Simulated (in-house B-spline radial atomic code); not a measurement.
Configurations of Ge+, with energies counted from [Ar] 3d10 4s2 4p1. Level of theory: scalar-relativistic (X2C) TPSSh, spin-polarised, spherical fractional occupations, Fermi nucleus of rms radius 4.0742 fm; calculated with an all-electron radial atomic-structure program (B-spline basis). Shells without spins written out take the highest spin.

Caution: exact exchange at fractional occupations of open shells leaves self-interaction of up to several eV.

Occupations are held fixed; configurations that lie above the ionisation limit could autoionise.

| configuration | E - E(ref) (eV) | highest orbital | its <r> (bohr) |
| --- | --- | --- | --- |
| [Ar] 3d10 4s2 5s1 | 7.0738 | 5s up | 5.14 |
| [Ar] 3d10 4s2 4f1 | 11.897 | 4f up | 8.781 |
| [Ar] 3d10 4s1 4p1 5s1 | 15.137 | 5s up | 4.99 |
| [Ar] 3d9 4s2 4p1 5s1 | 41.059 | 5s up | 4.866 |
| [Ne] 3s2 3p(3 up, 2 down) 3d10 4s2 4p(1 up, 1 down) | 121.24 | 4p down | 2.361 |
| [Ne] 3s2 3p(3 up, 2 down) 3d10 4s2 4p(0 up, 1 down) 5p(1 up, 0 down) | 131.87 | 5p up | 6.01 |
| [Ne] 3s2 3p5 3d10 4s2 4p1 4f1 | 134.82 | 4f up | 8.702 |

(1) Order these further configurations by energy, lowest first.
A. [Ar] 3d10 4s1 4p2
B. [Ar] 3d(4 up, 5 down) 4s2 4p(1 up, 0 down) 5f(0 up, 1 down)
C. [Ar] 3d10 4s2 5f1
D. [Ar] 3d9 4s2 4p1 5p1
E. [Ar] 3d10 4s(0 up, 1 down) 4p(0 up, 1 down) 4f(1 up, 0 down)

(2) How far above the reference does [Ar] 3d10 4s1 4p1 4d1 lie?

(3) How far above the reference does [Ar] 3d10 4s1 4p1 5f1 lie?

Answers

(1) A (6.3924 eV), C (13.041 eV), E (20.18 eV), D (43.179 eV), B (47.598 eV).

(2) 16.638 eV; its least bound orbital is 4d up with <r> = 4.301 bohr.

(3) 21.265 eV; its least bound orbital is 5f up with <r> = 14.8 bohr.
